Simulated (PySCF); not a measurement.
## Ionisation energy along the 12-electron series

Calculated with PySCF 2.14 and a two-component X2C-1e Hamiltonian (Gaussian nucleus, no Breit or QED terms), each ion in its own even-tempered basis scaled to its charge; GMP2 freezes 1s2 and drops the highest virtual spinors. Values in eV. NIST values: (m) measured, (s) semi-empirical, (t) theoretical.

| ion | configuration | GHF (screened spin-orbit) | GMP2 (screened spin-orbit) | NIST |
| --- | --- | --- | --- | --- |
| Cr(12+) | [Ne] 3s2 | 351.56 | 353.70 | 354.7 ± 0.3 (s) |
| Fe(14+) | [Ne] 3s2 | 452.93 | 455.22 | 456.2 ± 0.5 (m) |

Fill in the row of Mn(13+).

configuration: [Ne] 3s2; GHF (screened spin-orbit): 400.68; GMP2 (screened spin-orbit): 402.90; NIST: 402.95 ± 0.25 (s).
